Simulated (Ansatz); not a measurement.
`CC[O][SbH][O]C` and `CC[O][SbH][CH3]` differ in one atom or group.

Ansatz, PBE0-D4/def2-TZVP geometries, multiplicity 1. Each molecule was computed in one conformer, which needn't be the lowest.

Elements past krypton have def2 core potentials.

```json
{"property": "HOMO energy (ωB97M-V/def2-TZVPP) / eV", "`CC[O][SbH][O]C`": "-9.55"}
{"property": "size of the dipole moment (ωB97M-V/def2-TZVPP) / D", "`CC[O][SbH][O]C`": "1.05"}
{"property": "LUMO energy (ωB97M-V/def2-TZVPP) / eV", "`CC[O][SbH][O]C`": "0.99"}
{"property": "HOMO–LUMO gap (PBE/def2-TZVPP) / eV", "`CC[O][SbH][O]C`": "4.63"}
{"property": "HOMO–LUMO gap (PBE0/def2-TZVPP) / eV", "`CC[O][SbH][O]C`": "6.64"}
{"property": "LUMO energy (B3LYP/def2-TZVPP) / eV", "`CC[O][SbH][O]C`": "-0.95"}
```

(1) What does the change do to each property? (Estimate.)

## Answers

(1) Ansatz gave: 
```csv
property,`CC[O][SbH][CH3]`,shift
HOMO energy (ωB97M-V/def2-TZVPP) / eV,-9.27,0.28
size of the dipole moment (ωB97M-V/def2-TZVPP) / D,1.56,0.51
LUMO energy (ωB97M-V/def2-TZVPP) / eV,1.07,0.08
HOMO–LUMO gap (PBE/def2-TZVPP) / eV,4.49,-0.14
HOMO–LUMO gap (PBE0/def2-TZVPP) / eV,6.51,-0.13
LUMO energy (B3LYP/def2-TZVPP) / eV,-0.87,0.08
```

With PBE0 the HOMO rises by 0.22 eV and the LUMO rises by 0.08 eV, so the gap narrows by about 0.14 eV. PBE moves the HOMO by 0.18 eV and ωB97M-V by 0.28 eV. Dipoles are sizes alone; their direction can turn.

B3LYP here is the variant with VWN-RPA as its local correlation; programs differ in this.

Spin–orbit coupling is left out; it splits and shifts lone-pair levels of the heavy atoms by tenths of an eV.
